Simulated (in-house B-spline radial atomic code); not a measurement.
Results of a calculation; reference values are marked as such.
# C6 from the polarisability at imaginary frequency: Lu II (Lu+)

LDA exchange-only linear response of the closed shell [Xe] 4f14 6s2, from a B-spline radial code for spherical atoms; scalar-relativistic (spin-free one-electron X2C), finite nucleus, no spin-orbit coupling; shells from n = 4 respond.

The dispersion coefficient of two like species is C6 = (3/π) ∫ α(iu)² du from 0 to ∞.

```csv
u (hartree),α(iu) (bohr³)
0,57.92
0.0849,49.56
0.198,31.13
0.339,17.86
0.566,9.619
0.849,5.96
1.27,3.76
1.98,2.218
2.83,1.405
4.24,0.8122
7.07,0.3917
14.1,0.1375
```

(1) Fit one oscillator, α(iu) = α(0)/(1 + u²/ω²), through u = 0.339 and estimate C6.

(2) How does that compare with the full integral?

Answers

(1) From α(0)/α(iu) − 1 = 57.92/17.86 − 1 = 2.2430, ω = u/√2.2430 = 0.2264 hartree (6.2 eV). London's formula gives C6 = (3/4) α(0)² ω = 0.75 × 57.92² × 0.2264 = 569.5 hartree·bohr⁶, and the oscillator holds f = α(0) ω² = 2.97 electrons, of a sum of oscillator strengths of 47.3.

(2) The program's quadrature over all excitations gives C6 = 571.8, so the single oscillator is off by -0.4 %. At the last point the fit gives α = 0.0149 against 0.137: higher excitations, and deeper shells where there are any, keep the true curve higher at large u.
